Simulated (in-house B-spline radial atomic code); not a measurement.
RPA and G0W0 on r2SCAN0: the titanium ion Ti¹¹⁺

Configuration [Ne] 3s1, highest spin, mean-field start r2SCAN0. Computed with an all-electron radial atomic-structure program (B-spline basis): all electrons, scalar-relativistic (spin-free one-electron X2C), finite nucleus, each spin shell either full or empty, empty states to l = 9 with an (l + 1/2)⁻⁴ tail; G0W0 by contour deformation at full frequency.

Command:
```bash
python run_gw.py task.json out
```
Settings (radii: box in bohr, nucleus in fm):
```
Z                        22
electrons                11
configuration            [Ne] 3s1
hamiltonian              x2c
method                   r2scan0
lmax                     9
rms_radius               3.5921
spin_polarised           True
box_radius               6.2
intervals                66
ion_configuration        [He] 2s2 2p6
```

Run time, properties included: 3.3 s on 1 thread of Arm Neoverse N1, on a shared host.

Energies (hartree):

| term | value |
| --- | --- |
| mean-field total | -806.14726 |
| Hartree-Fock functional on these orbitals | -805.71039 |
| direct second order | -0.72455 |
| second-order exchange | 0.27766 |
| SOSEX correction | 0.26256 |

Q: What is the RPA correlation energy, and what remains with SOSEX?

A: RPA gives -0.68048 hartree (-1.68 eV per electron); RPA + SOSEX gives -0.41792, and the second-order doubles -0.44689 hartree (no singles). SOSEX takes back 39 % of the RPA value.

Quasi-particle levels (eV):

```json
{"level": "3s up", "occupied": "yes", "mean field": "-284.14", "Σx - vxc": "-6.91", "Σc": "?", "QP weight": "?", "G0W0": "?"}
{"level": "2p down", "occupied": "yes", "mean field": "-728.84", "Σx - vxc": "-25.77", "Σc": "2.68", "QP weight": "0.985", "G0W0": "-751.93"}
{"level": "2p up", "occupied": "yes", "mean field": "-729.73", "Σx - vxc": "-26.07", "Σc": "2.64", "QP weight": "0.946", "G0W0": "-753.17"}
{"level": "2s down", "occupied": "yes", "mean field": "-824.05", "Σx - vxc": "-32.12", "Σc": "4.39", "QP weight": "0.974", "G0W0": "-851.77"}
{"level": "3s down", "occupied": "no", "mean field": "-266.93", "Σx - vxc": "4.53", "Σc": "-2.78", "QP weight": "0.973", "G0W0": "-265.18"}
```

G0W0 = mean field + (Σx - vxc) + Σc, with Σc (partial-wave tail included) taken at the quasi-particle energy. Only the outer levels were computed.

Q: Where does G0W0 put 3s up?

A: At -293.13 eV, with Σc = -2.08 eV and a quasi-particle weight of 0.982. The tabulated removal energy is 291.5 ± 0.005 eV (NIST, semi-empirical); the calculation leaves out spin-orbit coupling, Breit and QED terms, and what these don't explain is the method's own error.

Q: What does it cost to remove one electron (to [He] 2s2 2p6) by differences of total energies, each species on its own start (correlation terms add to the Hartree-Fock functional)?

A: r2SCAN0 291.36 eV, Hartree-Fock functional 290.96 eV, + RPA 292.58 eV, + RPA + SOSEX 291.50 eV, + second order 291.60 eV. Tabulated: 291.5 ± 0.005 eV (NIST, semi-empirical); the calculation leaves out spin-orbit coupling, Breit and QED terms, and what these don't explain is the method's own error.
